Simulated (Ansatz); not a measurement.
`Cl[BH][SbH2]` + propane → `C[CH](C)[SbH2]` + `BCl` at 298.15 K and 1 bar (formal exchange of groups at the Sb–B bond).

Computed with Ansatz on PBE0-D4/def2-TZVP structures; ΔE is electronic, products minus reactants. CCSD(T)/CBS adds triple-zeta CCSD(T) − MP2 to the extrapolated MP2 energy (def2 sets, frozen cores). This one scheme is used for every species. def2 core potentials past Kr. For Sb outer-core shells are correlated without core-valence functions, which leaves a few kJ/mol of doubt a bond.

| species | CCSD(T)/CBS energy (Eh) | H − E (kJ/mol) | S (J/(mol·K)) |
| --- | --- | --- | --- |
| `Cl[BH][SbH2]` | -726.39723 | 86.7 | 317.4 |
| `CCC` | -118.98051 | 285.9 | 268.4 |
| `C[CH](C)[SbH2]` | -359.57575 | 300.7 | 344.2 |
| `BCl` | -485.78909 | 65.8 | 234.3 |

H − E and S are ideal-gas, rigid-rotor, harmonic terms from PBE0-D4/def2-TZVP, for one conformer and one mirror image of each species. 1 Eh = 2625.50 kJ/mol, R = 8.31446 J/(mol·K).

By hand: ΔE, ΔH, ΔS and ΔG.

ΔE = (-359.57575) + (-485.78909) − (-726.39723) − (-118.98051) = 0.01290 Eh = 33.9 kJ/mol. Δ(H − E) = 300.7 + 65.8 − 86.7 − 285.9 = -6.1, so ΔH = 27.8 kJ/mol. ΔS = 344.2 + 234.3 − 317.4 − 268.4 = -7.3 J/(mol·K). ΔG = 27.8 − 298.15 × (-7.3)/1000 = 30.0 kJ/mol.

By hand: the equilibrium constant, and the temperature at which ΔG would vanish if ΔH and ΔS stayed fixed.

log₁₀ K = −ΔG/(RT ln 10) = -5.3. ΔH and −TΔS have one sign here, so there is no such temperature.

The number of gas molecules stays the same, so ΔS is small and ΔH decides. A doubt of 5 kJ/mol in ΔE shifts log₁₀ K by 0.9 here. Other conformers and mirror images would add mixing entropy, several J/(mol·K) or more a flexible species. These are equilibria of isolated gas molecules and say nothing of rates. Largest T1 diagnostic: 0.015 (customary marks: 0.02 for closed shells, 0.045 for open ones).

ΔS is within the doubt of such terms, so its sign, and with it that verdict, could turn.
